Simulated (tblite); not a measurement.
Compound: C6H3N.
Structure used (GFN2-xTB), in Å, numbered top down from 1:
```xyz
10
C6H3N angstrom
C      2.3839    0.1950   -0.0269
C      1.1862    0.1751   -0.0249
C     -0.2500    0.1659   -0.0254
C     -0.8409    1.4551   -0.2047
N     -1.3212    2.4847   -0.3469
C     -1.0156   -0.8806    0.7718
C     -1.0136   -1.0582   -0.5095
H      3.4326    0.2069   -0.0280
H     -1.2781   -1.1520    1.7634
H     -1.2743   -1.5873   -1.3914
```

Calculated harmonic vibrations of the isolated species, GFN2-xTB (tblite), most abundant isotopes, no scaling. The method is semi-empirical: single wavenumbers can be off by several per cent or more.

Question: How many normal modes are there?

Answer: 10 atoms, non-linear: 3N − 6 = 24.

Question: What is the point group of the computed structure, and how do the modes divide by symmetry?

Answer: Cs. The vibrations span 15 a′ + 9 a″.

Question: How many distinct wavenumbers does the calculation give?

Answer: 24: Cs has no degenerate species.

Question: How many fundamentals are allowed in the infrared by symmetry?

Answer: 24 of 24: in Cs every mode is allowed. All fundamentals are allowed in the Raman spectrum.

Question: Which of the modes above 1550 cm⁻¹ are stretches that can be named?

Answer: C=C 1771; C≡C 2276; C≡N 2390; =C–H 3236, 3262; ≡C–H 3399 cm⁻¹.

Question: What zero-point energy do the modes add up to?

Answer: ½Σν̃ = 13697 cm⁻¹ = 39.2 kcal/mol (24 modes); those above 1550 cm⁻¹ give 23.4 kcal/mol of it.

Question: How are the modes spread over the spectrum?

Answer: 3 under 200 cm⁻¹; 5 from 200 to 600 cm⁻¹; 8 from 600 to 1000 cm⁻¹; 2 from 1000 to 1550 cm⁻¹; 1 from 1550 to 2000 cm⁻¹; 2 from 2000 to 2600 cm⁻¹; 3 above 2600 cm⁻¹.

Question: Give the mode at 2276.3 cm⁻¹ as a wavelength, a frequency, a period and a quantum of energy.

Answer: 4.393 μm, 68.24 THz, 14.7 fs, 282.2 meV or 27.23 kJ/mol.
